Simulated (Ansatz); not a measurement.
Total energies of `C=C[S][GeH3]`.

```xyz
10

C     1.119    1.719   -0.913
C     0.741    0.743   -0.096
S     0.650   -0.940   -0.595
Ge   -1.121   -1.572    0.591
H     1.328    1.540   -1.961
H     1.240    2.729   -0.539
H     0.537    0.945    0.952
H    -1.174   -3.101    0.487
H    -2.404   -0.942    0.029
H    -0.916   -1.120    2.046
```

The species carries charge 0 and has multiplicity 1. Correlated methods include outer-core shells of Ge, which these sets cover unevenly. Scalar relativity is left out up to krypton. The geometry is a stationary point of PBE0-D4/def2-TZVP. It is one conformer, not always the lowest. Basis def2-TZVPP, Ansatz.

RPA on PBE orbitals: Hartree–Fock energy of these orbitals -2552.09266 Eh, correlation -1.26991 Eh (frozen core).

```tsv
functional	energy without D4 (Eh)	D4 term (kJ/mol)
LDA (SPW92)	-2549.75101	–
PBE	-2554.44350	-21.7
revPBE	-2554.78841	-63.3
r2SCAN	-2554.95770	-5.2
B97M-V	-2554.56084	–
PBE0	-2554.54266	-18.4
B3LYP	-2555.11479	-35.2
r2SCAN0	-2554.92576	-6.2
HSE06 (plane-wave form)	-2554.53077	-17.2
BHLYP	-2554.96856	-28.2
CAM-B3LYP	-2555.12516	-18.8
ωB97M-V	-2554.85542	–
B2PLYP	-2554.47123	–
PBE-QIDH	-2554.11713	–
```

Question: Give the same for BLYP, r2SCANh, LC-ωPBE, ωB97X-V. (Estimate.)

Answer: Computed: 
| functional | energy without D4 (Eh) | D4 term (kJ/mol) |
| --- | --- | --- |
| BLYP | -2555.05170 | -47.5 |
| r2SCANh | -2554.94435 | -5.6 |
| LC-ωPBE | -2554.60068 | – |
| ωB97X-V | -2554.76908 | – |

B3LYP takes the VWN-RPA correlation (the form of Gaussian; ORCA's B3LYP/G). HSE06 is the plane-wave form, built on full-range PBE exchange. The double hybrids freeze the cores in their second-order part.

LC-ωPBE has ω = 0.4 bohr⁻¹.
